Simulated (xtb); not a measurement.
xtb input (GFN-FF):

```bash
xtb mol.xyz --gfnff --opt tight --chrg 0 --uhf 0
```
mol.xyz:
```
15

C     -2.62117578     1.05090823     0.28303759
Si    -1.58644218    -0.41117431    -0.22670117
O     -0.00183731    -0.04852296    -0.00609514
Si     1.55735521    -0.54050002    -0.14032518
C      2.67893460     0.83088076     0.43375136
H     -2.37677342     1.92952066    -0.31709700
H     -3.68369104     0.83347420     0.14955717
H     -2.45497995     1.29828014     1.33329705
H     -1.93496124    -1.60231786     0.58783129
H     -1.82024230    -0.73951119    -1.65551018
H      1.76075330    -1.75697105     0.68589372
H      1.84260834    -0.88586947    -1.55571707
H      2.53732585     1.72880951    -0.17084168
H      3.72594469     0.52879274     0.35283021
H      2.47937864     1.08668274     1.47615293
```

Output:

```
           -------------------------------------------------
          |                Calculation Setup                |
           -------------------------------------------------

          ==================== Thresholds ====================
          CN  :   150.00000
          rep :   500.00000
          disp:  2500.00000
          HB1 :   250.00000
          HB2 :   450.00000

          Pauling EN used:
          Z : 1  EN :  2.20
          Z : 6  EN :  2.55
          Z : 8  EN :  3.44
          Z :14  EN :  1.90
          electric field strengths (au): 0.000

           -------------------------------------------------
          |           Force Field Initialization            |
           -------------------------------------------------

          distances ...
          ----------------------------------------
          generating topology and atomic info file ...
          pair mat ...
          computing topology distances matrix with Floyd-Warshall algo ...
          making topology EEQ charges ...
          #fragments for EEQ constrain: 1
          ----------------------------------------
          generating topology and atomic info file ...
          pair mat ...
          computing topology distances matrix with Floyd-Warshall algo ...
          making topology EEQ charges ...
          #fragments for EEQ constrain: 1
          rings ...
          # BATM   78
          # H in HB   4

  atom   neighbors  erfCN metchar sp-hybrid imet pi  qest     coordinates
    1  C       4    3.48   0.00         3    0    0  -0.082   -4.953304    1.985929    0.534864
    2  Si      4    3.50   0.06         3    0    0   0.200   -2.997941   -0.777007   -0.428403
    3  O       2    1.92   0.00         3    0    0  -0.391   -0.003472   -0.091695   -0.011518
    4  Si      4    3.50   0.06         3    0    0   0.200    2.942975   -1.021397   -0.265176
    5  C       4    3.48   0.00         3    0    0  -0.082    5.062453    1.570137    0.819671
    6  H       1    0.97   0.00         0    0    0   0.032   -4.491451    3.646266   -0.599226
    7  H       1    0.97   0.00         0    0    0   0.032   -6.961167    1.575038    0.282622
    8  H       1    0.97   0.00         0    0    0   0.032   -4.639240    2.453394    2.519566
    9  H       1    0.95   0.01         0    0    0  -0.010   -3.656547   -3.027942    1.110840
   10  H       1    0.95   0.01         0    0    0  -0.010   -3.439759   -1.397474   -3.128461
   11  H       1    0.95   0.01         0    0    0  -0.010    3.327342   -3.320194    1.296151
   12  H       1    0.95   0.01         0    0    0  -0.010    3.482025   -1.674051   -2.939879
   13  H       1    0.97   0.00         0    0    0   0.032    4.794851    3.266976   -0.322844
   14  H       1    0.97   0.00         0    0    0   0.032    7.041015    0.999273    0.666752
   15  H       1    0.97   0.00         0    0    0   0.032    4.685347    2.053533    2.789525

          #atoms :   15
          #bonds :   14
          #angl  :   25
          #tors  :   26
[...]
 Bond Distances (Angstroems)
 ---------------------------
C1-Si2=1.8754        C1-H6=1.0863         C1-H7=1.0868         C1-H8=1.0862         Si2-C1=1.8754        Si2-O3=1.6779
Si2-H9=1.4634        Si2-H10=1.4634       O3-Si2=1.6779        O3-Si4=1.6779        Si4-O3=1.6779        Si4-C5=1.8754
Si4-H11=1.4634       Si4-H12=1.4635       C5-Si4=1.8754        C5-H13=1.0863        C5-H14=1.0868        C5-H15=1.0862
H6-C1=1.0863         H7-C1=1.0868         H8-C1=1.0862         H9-Si2=1.4634        H10-Si2=1.4634       H11-Si4=1.4634
H12-Si4=1.4635       H13-C5=1.0863        H14-C5=1.0868        H15-C5=1.0862
 C  H  Rav=1.0864 sigma=0.0002  Rmin=1.0862  Rmax=1.0868     6
 Si H  Rav=1.4634 sigma=0.0000  Rmin=1.4634  Rmax=1.4635     4
 Si C  Rav=1.8754 sigma=0.0000  Rmin=1.8754  Rmax=1.8754     2
 Si O  Rav=1.6779 sigma=0.0000  Rmin=1.6779  Rmax=1.6779     2

 selected bond angles (degree)
 --------------------
H6-C1-Si2=109.83               H7-C1-Si2=110.92               H7-C1-H6=108.84                H8-C1-Si2=109.83
H8-C1-H6=108.54                H8-C1-H7=108.84                O3-Si2-C1=112.58               H9-Si2-C1=111.38
H9-Si2-O3=107.45               H10-Si2-C1=111.37              H10-Si2-O3=107.44              H10-Si2-H9=106.30
Si4-O3-Si2=129.78              C5-Si4-O3=112.58               H11-Si4-O3=107.44              H11-Si4-C5=111.37
H12-Si4-O3=107.45              H12-Si4-C5=111.38              H12-Si4-H11=106.30             H13-C5-Si4=109.83
H14-C5-Si4=110.92              H14-C5-H13=108.84              H15-C5-Si4=109.82              H15-C5-H13=108.54
H15-C5-H14=108.84

 selected dihedral angles (degree)
 ---------------------------------
O3-Si2-C1-H6= 59.31           O3-Si2-C1-H7=179.67           O3-Si2-C1-H8=300.02           H9-Si2-C1-H6=180.08
H9-Si2-C1-H7=300.44           H9-Si2-C1-H8= 60.80           H10-Si2-C1-H6=298.56          H10-Si2-C1-H7= 58.92
H10-Si2-C1-H8=179.28          Si4-O3-Si2-C1=179.40          Si4-O3-Si2-H9= 56.40          Si4-O3-Si2-H10=302.38
C5-Si4-O3-Si2=181.19          H11-Si4-O3-Si2=304.17         H12-Si4-O3-Si2= 58.20         H13-C5-Si4-O3=300.55
H13-C5-Si4-H11=179.79         H13-C5-Si4-H12= 61.31         H14-C5-Si4-O3=180.19          H14-C5-Si4-H11= 59.43
H14-C5-Si4-H12=300.95         H15-C5-Si4-O3= 59.83          H15-C5-Si4-H11=299.08         H15-C5-Si4-H12=180.60
           -------------------------------------------------
          |                Final Singlepoint                |
           -------------------------------------------------
         :::::::::::::::::::::::::::::::::::::::::::::::::::::
         ::                     SUMMARY                     ::
         :::::::::::::::::::::::::::::::::::::::::::::::::::::
         :: total energy              -1.823363260831 Eh    ::
         :: gradient norm              0.000254424547 Eh/a0 ::
         ::.................................................::
         :: bond energy               -1.865100956831 Eh    ::
         :: angle energy               0.029427261458 Eh    ::
         :: torsion energy             0.000001418297 Eh    ::
         :: repulsion energy           0.078233978949 Eh    ::
         :: electrostat energy        -0.058986926268 Eh    ::
         :: dispersion energy         -0.007077652624 Eh    ::
         :: HB energy                  0.000000000000 Eh    ::
         :: XB energy                  0.000000000000 Eh    ::
         :: bonded atm energy          0.000139616188 Eh    ::
         :: external energy            0.000000000000 Eh    ::
         :: add. restraining           0.000000000000 Eh    ::
         :: total charge               0.000000000000 e     ::
         :::::::::::::::::::::::::::::::::::::::::::::::::::::

           -------------------------------------------------
          |                Property Printout                |
           -------------------------------------------------
Note: The following floating-point exceptions are signalling: IEEE_UNDERFLOW_FLAG IEEE_DENORMAL
normal termination of xtb

molecular dipole:
                 x           y           z       tot (Debye)
 q only:       -0.008      -0.259      -0.091       0.698
           -------------------------------------------------
          |                Geometry Summary                 |
           -------------------------------------------------

      molecular mass/u    :      106.2712816
   center of mass at/Å    :        0.0028475       0.0866753       0.0268193
  moments of inertia/u·Å² :        0.5266190E+02   0.4140501E+03   0.4493767E+03
rotational constants/cm⁻¹ :        0.3201106E+00   0.4071399E-01   0.3751336E-01

 * 14 selected distances

     #   Z          #   Z                                           value/Å
     1   6 C        2  14 Si                                      1.8753723
     2  14 Si       3   8 O                                       1.6778616
     3   8 O        4  14 Si                                      1.6778573
     4  14 Si       5   6 C                                       1.8753752 (max)
     1   6 C        6   1 H                                       1.0862613
     1   6 C        7   1 H                                       1.0867596
     1   6 C        8   1 H                                       1.0862408 (min)
     2  14 Si       9   1 H                                       1.4634487
     2  14 Si      10   1 H                                       1.4634319
     4  14 Si      11   1 H                                       1.4634283
     4  14 Si      12   1 H                                       1.4634502
     5   6 C       13   1 H                                       1.0862542
     5   6 C       14   1 H                                       1.0867590
     5   6 C       15   1 H                                       1.0862489

 * 4 distinct bonds (by element types)

   Z      Z             #   av. dist./Å        max./Å        min./Å
   1 H    6 C           6     1.0864206     1.0867596     1.0862408
   1 H   14 Si          4     1.4634398     1.4634502     1.4634283
   6 C   14 Si          2     1.8753737     1.8753752     1.8753723
   8 O   14 Si          2     1.6778595     1.6778616     1.6778573

optimized geometry written to: xtbopt.xyz

           -------------------------------------------------
          | TOTAL ENERGY               -1.823363260831 Eh   |
          | GRADIENT NORM               0.000254424547 Eh/α |
           -------------------------------------------------
########################################################################
[WARNING] Runtime exception occurred
-1- gfnff_setup: Could not read topology file.
########################################################################

------------------------------------------------------------------------
------------------------------------------------------------------------
 total:
 SCF:
 ANC optimizer:
```
